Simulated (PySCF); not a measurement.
# Oscillator strengths, rates and cross-sections

Species: C2H10GeSi.
InChI=1S/C2H10GeSi/c1-2-4-3/h2,4H2,1,3H3

Level of theory: TDDFT CAM-B3LYP/def2-SVPD, vertical, gas phase, core orbitals frozen in the response (PySCF). The structure is a single PBE0-D3(BJ)/def2-SVP conformer in the gas phase; no vibrational or solvent corrections. The CAM-B3LYP/def2-SVPD calculation is non-relativistic and has no spin–orbit coupling, an omission that weighs most on germanium. Torsions of this conformer, `[CH3:1][CH2:2][SiH2:3][GeH3:4]`: C1–C2–Si3–Ge4 -63°.

For one non-degenerate pair of states in vacuum, A = 0.6670 f ν̃² s⁻¹ with ν̃ in cm⁻¹, τ = 1/A, |μ|² = 3f / (2ΔE) in atomic units, and the integrated cross-section is ∫σ dE = 109.76 f Mb·eV.

The rates are for emission to S0 at the absorption energy, with no other channel.

Energies and rates of the computed singlets with f of 0.002 or more:

```tsv
state	λ (nm)	A (s⁻¹)
S1	180.1	5.30×10⁷
S2	173.8	4.87×10⁷
S3	169.7	3.49×10⁸
S4	159.8	2.62×10⁸
S5	156.6	8.36×10⁸
S6	153.8	2.85×10⁷
S7	150.3	1.48×10⁸
S8	148.5	1.37×10⁸
S9	146.7	1.55×10⁷
S10	145.7	1.46×10⁸
```

Which f and |μ| stand behind these rates?

f = A / (0.6670 ν̃²), and |μ| follows from f:

```
state       f  |μ| (D)       τ   main configurations (H = HOMO, L = LUMO)
   S1   0.026     0.99   19 ns         H→L+1 (44%), H→L (38%), H→L+3 (9%)
   S2   0.022     0.90   21 ns                                H→L+2 (88%)
   S3   0.151     2.33  2.9 ns                     H→L (55%), H→L+1 (34%)
   S4   0.100     1.84  3.8 ns    H→L+3 (46%), H-1→L+1 (21%), H→L+1 (14%)
   S5   0.307     3.20  1.2 ns    H-1→L (33%), H→L+3 (28%), H-1→L+1 (23%)
   S6   0.010     0.57   35 ns  H-1→L+2 (53%), H-2→L+1 (16%), H-2→L (10%)
   S7   0.050     1.26  6.8 ns  H-1→L (31%), H-1→L+1 (28%), H-2→L+1 (17%)
   S8   0.045     1.19  7.3 ns   H-2→L+1 (42%), H-1→L+2 (23%), H-1→L (9%)
   S9  0.0050     0.40   64 ns                                H→L+4 (61%)
  S10   0.046     1.20  6.8 ns                  H-2→L (64%), H-1→L+2 (8%)
```

By what factor does the largest A in the list exceed the smallest?

S5 has 54 times the rate of S9.

What is the integrated cross-section of all computed states together?

Σf = 0.762 over S1 to S10, so 109.76 × Σf ≈ 83.7 Mb·eV.

How much energy does a mole of photons resonant with S5 carry?

7.919 eV × 96.485 = 764 kJ/mol (183 kcal/mol).

All these states lie below the vertical ionisation energy of 9.93 eV (ΔSCF).
